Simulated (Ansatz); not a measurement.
CH₈GaNO₃ (`C[NH2+][Ga-]([OH])([OH])[OH]`), relaxed with RKS PBE-D4/def2-SVP in Ansatz from a rough embedded geometry. The force threshold is 0.03 eV/Å; the program also tests the step.

Total charge 0; spin multiplicity 1.

Start:

```xyz
14

C    -0.272   -1.397    1.024
N     0.356   -0.074    0.994
Ga    0.240    0.794   -0.744
O    -1.476    1.120   -1.098
O     1.119    2.415   -0.623
O     1.045   -0.216   -1.996
H    -0.209   -1.846    1.985
H     0.213   -2.006    0.238
H    -1.412   -1.250    0.734
H     1.342   -0.197    1.270
H    -0.129    0.519    1.725
H    -1.849    0.205   -1.415
H     0.672    2.879    0.105
H     0.362   -0.946   -2.198
```

Problem. How much energy does the relaxation release, and in how many steps? (An estimate is asked.)

Solution. Computed: 103.93 kJ/mol, in 17 steps, 2 of them rejected.

Problem. Which bonds change most? (An estimate is asked.)

Solution. Computed: N2–Ga3 from 1.946 to 2.102 Å; C1–H9 from 1.185 to 1.107 Å; O4–H12 from 1.037 to 0.974 Å; Ga3–O4 from 1.782 to 1.834 Å.

Problem. Give the relaxed structure. (Best estimate.)

Solution. Computed: 
```xyz
14

C    -0.376   -1.436    1.128
N     0.425   -0.197    1.047
Ga    0.106    0.762   -0.796
O    -1.719    0.881   -0.655
O     1.093    2.279   -0.549
O     0.758   -0.532   -1.913
H    -0.306   -1.932    2.118
H    -0.023   -2.126    0.339
H    -1.425   -1.167    0.903
H     1.431   -0.385    1.157
H     0.167    0.471    1.787
H    -2.133    0.492   -1.446
H     0.522    3.059   -0.666
H     1.481   -0.167   -2.454
```
